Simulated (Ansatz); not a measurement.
`F[Si](F)(F)[SiH](Cl)Cl` → `F[Si](F)F`• + `Cl[SiH]Cl`•  (homolysis of the Si–Si bond)

Isolated molecules relaxed with PBE0-D4/def2-TZVP in Ansatz; ΔE leaves out vibrations. CCSD(T)/CBS is the MP2 limit (def2-TZVPP, def2-QZVPP) plus CCSD(T) − MP2 in def2-TZVPP, frozen cores. Functionals use def2-TZVPP. B3LYP here is the variant with VWN-RPA as its local correlation; programs differ in this. Open shells (•) are unrestricted, without spin–orbit coupling. One conformer a species, not always the lowest.

```
             level  ΔE (kJ/mol)
          B3LYP-D4        329.5
RPA@PBE/def2-TZVPP        322.8
       HF/def2-SVP        261.5
     MP2/CBS(def2)        346.1
```

Problem. What does CCSD(T)/CBS give? (Best estimate.)

Solution. Computed: +349.5 kJ/mol. The listed levels differ from it by -20.0, -26.7, -88.0, -3.4 kJ/mol.

Largest T1 diagnostic among the species: 0.014.

At CCSD(T), def2-SVP lies −21.2 kJ/mol from the extrapolated value and def2-TZVPP −10.5 kJ/mol: correlation converges slowly with the basis, and small sets miss more of it in the bonded molecule than in its fragments. Leaving LDA and LC-ωPBE aside and taking each functional with its dispersion term where it has one, the values, not all of them listed here, spread over 35.9 kJ/mol, from r2SCAN-D4 to ωB97X-V. LDA lies +48.1 kJ/mol from PBE without D4, its usual overbinding. The D4 term adds +19.7 kJ/mol with B3LYP and +11.0 kJ/mol with PBE0; it sums over pairs of atoms, weighted by their polarisabilities, and B3LYP, whose exchange is more repulsive, gets the larger term.
